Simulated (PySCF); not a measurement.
These 2 structures share the formula C4H3ClSe. Computed with PBE0-D3(BJ)/def2-SVP geometry optimisation, gas phase (PySCF). Energies are electronic, without zero-point or thermal terms, for one conformer each. No frequencies were run at this level. Point groups hold within 0.08 Å.

Question: Rank from lowest to highest electronic energy at this level (kcal/mol).
A. `ClC1=C[Se]C=C1`
B. `Clc1ccc[se]1`

Answer: A (0.0), B (1.9).

Neighbours under 2.5 kcal/mol apart (Clc1cc[se]c1 and Clc1ccc[se]1) can change places with a better method, another conformer or zero-point energy.

| SMILES | E (Eh) | E rel (kcal/mol) | dipole (D) | point group | A, B, C (MHz) |
| --- | --- | --- | --- | --- | --- |
| Clc1cc[se]c1 | -3014.80351 | 0.0 | 1.40 | Cs | 6270, 1023, 879.5 |
| Clc1ccc[se]1 | -3014.80051 | 1.9 | 1.34 | Cs | 3375, 1650, 1108 |

Question: As an exercise, what shares would exp(−E/RT) give at 1000 K from these electronic energies alone (no entropy, no degeneracies)?

Answer: RT = 1.987 kcal/mol: Clc1cc[se]c1 72.1 %, Clc1ccc[se]1 27.9 %.
